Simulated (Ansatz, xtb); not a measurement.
**Two isomers of Cl2Ga2H4O2**

Structure I is `[Cl][Ga-]1([Cl])[OH+][GaH2-][OH+]1`, a singlet and structure II is `[Cl][Ga@H-]1[OH+][Ga@H-]([Cl])[OH+]1`, a singlet. Both are isolated molecules in the gas phase, relaxed with PBE0-D4/def2-SVP.

Question: Estimate E(II) − E(I) at the level CCSD(T)/def2-SVP + ΔMP2/def2-TZVPP.

Answer: Calculated at CCSD(T)/def2-SVP + ΔMP2/def2-TZVPP: E(II) − E(I) = −0.129 eV, so structure II lies lower.

Level by level:

```csv
level,geometry,E(II) − E(I) (eV),departure from the last row (eV),"job, with rough time for the two"
PBE0-D4/def2-SVP,PBE0-D4/def2-SVP,−0.148,−0.019,"optimisation, 2 min"
HF/def2-SVP,PBE0-D4/def2-SVP,−0.143,−0.015,part of the CCSD(T) run
MP2/def2-SVP,PBE0-D4/def2-SVP,−0.098,+0.031,part of the CCSD(T) run
CCSD(T)/def2-SVP,PBE0-D4/def2-SVP,−0.095,+0.033,single point
CCSD(T)/def2-SVP + ΔMP2/def2-TZVPP,PBE0-D4/def2-SVP,−0.129,,"single point, 99 s"
```

As drawn, both hold the same kinds of bond in the same numbers.

None of the levels shown reverses the order. The largest departure from CCSD(T)/def2-SVP + ΔMP2/def2-TZVPP is that of CCSD(T)/def2-SVP, 0.033 eV. Levels run at GFN2-xTB geometries aren't shown. The last row adds to CCSD(T) the change of the MP2 difference between the two basis sets, here −0.033 eV.

With thermal terms from frequencies at re-optimised GFN2-xTB minima (ideal gas, soft modes damped towards free rotors, one conformer each, 298.15 K, 1 atm): the zero-point term adds +0.014 eV; ΔH is −0.117 and ΔG −0.110 eV.

The correlated steps freeze 30 core orbitals; the filled d shell of Ga is correlated, in a basis made for valence electrons. Mirror images aren't counted in ΔG. Codes used: Ansatz 0.2.0, xtb 6.7.1; the last row on 2 threads of Oxide Virtual Turin-like Processor (Zen 5) on a shared host.
